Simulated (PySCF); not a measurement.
C7H10O.
Atom-mapped SMILES: `[CH3:1][CH2:2][C:3]1=[CH:4][CH2:5][CH:6]=[CH:7][O:8]1` (hydrogens: H9, H10, H11 on C1; H12, H13 on C2; H14 on C4; H15, H16 on C5; H17 on C6; H18 on C7)

Structure optimised with GFN2-xTB, isolated species.

Problem. What internal coordinates does the optimisation give?

Solution. 
| bond | length (Å) | order |
| --- | --- | --- |
| C1–C2 | 1.529 | single |
| C2–C3 | 1.501 | single |
| C3=C4 | 1.327 | double |
| C4–C5 | 1.503 | single |
| C5–C6 | 1.502 | single |
| C6=C7 | 1.323 | double |
| C7–O8 | 1.362 | single |
| C3–O8 | 1.376 | single |
| C1–H9, C1–H10, C1–H11 | 1.087 | single |
| C2–H12, C2–H13 | 1.091 | single |
| C4–H14 | 1.079 | single |
| C5–H15, C5–H16 | 1.099 | single |
| C6–H17 | 1.078 | single |
| C7–H18 | 1.080 | single |

Bonds in one row agree within 0.01 Å and their mean is given. Orders are formal, as drawn. A selection of angles:
| angle | degrees |
| --- | --- |
| C1–C2–C3 | 110.9 |
| C2–C3–C4 | 125.0 |
| C2–C3–O8 | 111.5 |
| C4–C3–O8 | 123.5 |
| C3–C4–C5 | 123.4 |
| C4–C5–C6 | 109.2 |
| C5–C6–C7 | 122.1 |
| C6–C7–O8 | 125.4 |
| C3–O8–C7 | 116.4 |

Torsions: C1–C2–C3–C4 -109° (anticlinal); C2–C3–C4–C5 179° (antiperiplanar); C3–C4–C5–C6 -1° (synperiplanar); C4–C5–C6–C7 1° (synperiplanar); C5–C6–C7–O8 0° (synperiplanar); C6–C7–O8–C3 -1° (synperiplanar); C2–C3–O8–C7 -178° (antiperiplanar). The mirror-image conformer, all signs reversed, is as good.

The 6-membered ring C3–C4–C5–C6–C7–O8 has internal angles of 109.2° to 125.4°; it is planar, 0.00 Å rms from its mean plane, widest ring torsion 1°. Of the pairs four or more bonds apart, O8···H10 is among the closest relative to their van der Waals radii: 2.69 Å, 99 % of the sum of Bondi's values. The C–C distances run from 1.323 Å (C6=C7, drawn double) to 1.529 Å (C1–C2, drawn single), a spread of 0.206 Å. O8 (cyclic ether oxygen) is bent (angle 116.4°).

Point group: C1 (no symmetry element, even within 0.4 Å). No frequency check. The numbers are those of one conformer.

All values are computed, not measured.
